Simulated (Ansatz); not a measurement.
Basis sets compared for `[C-]#[N+]CCCCCCCCCC=C`. The state is a singlet with charge 0. Geometry PBE-D4/def2-SVP. Ansatz on 4 threads of Intel Xeon Platinum 8375C on a shared host; times are rough, and most runs start from earlier orbitals.

Cartesian coordinates in Å:
```
C 5.881 0.950 -4.064
N 4.791 1.086 -3.616
C 3.503 1.241 -3.039
C 3.500 0.992 -1.524
C 2.110 1.166 -0.907
C 2.088 0.915 0.605
C 0.729 1.153 1.276
C -0.388 0.202 0.831
C -1.702 0.413 1.593
C -2.873 -0.460 1.123
C -2.677 -1.959 1.356
C -3.824 -2.852 0.965
C -4.989 -2.472 0.412
H 2.803 0.541 -3.546
H 3.139 2.268 -3.261
H 3.880 -0.034 -1.330
H 4.223 1.686 -1.046
H 1.739 2.197 -1.112
H 1.396 0.482 -1.416
H 2.848 1.569 1.086
H 2.420 -0.129 0.805
H 0.854 1.064 2.377
H 0.408 2.204 1.096
H -0.037 -0.847 0.958
H -0.584 0.323 -0.258
H -1.526 0.241 2.679
H -1.995 1.482 1.505
H -3.799 -0.135 1.646
H -3.057 -0.277 0.040
H -2.442 -2.139 2.432
H -1.768 -2.316 0.819
H -3.664 -3.928 1.163
H -5.767 -3.210 0.163
H -5.221 -1.418 0.192
```

Binding counts from free atoms (C triplet, N quartet, H doublet) in the same basis, without a counterpoise term.

| level | functions | energy (Eh) | HOMO (eV) | LUMO (eV) | binding per atom (eV) | wall time |
| --- | --- | --- | --- | --- | --- | --- |
| PBE-D4/def2-SVP | 287 | -523.5369 | -6.15 | -0.54 | 4.47 | 3.8 s |
| PBE0-D4/def2-SVP | 287 | -523.6206 | -7.31 | 0.52 | 4.41 | 7 s |

Question: Estimate the rows for PBE-D4/def2-TZVP, PBE0-D4/def2-TZVP (with forces).

Answer: 
```json
{"level": "PBE-D4/def2-TZVP", "functions": "529", "energy (Eh)": "-524.0989", "HOMO (eV)": "-6.25", "LUMO (eV)": "-0.75", "binding per atom (eV)": "4.42", "wall time": "9.5 s"}
{"level": "PBE0-D4/def2-TZVP (with forces)", "functions": "529", "energy (Eh)": "-524.1714", "HOMO (eV)": "-7.36", "LUMO (eV)": "0.30", "binding per atom (eV)": "4.35", "wall time": "29 s"}
```
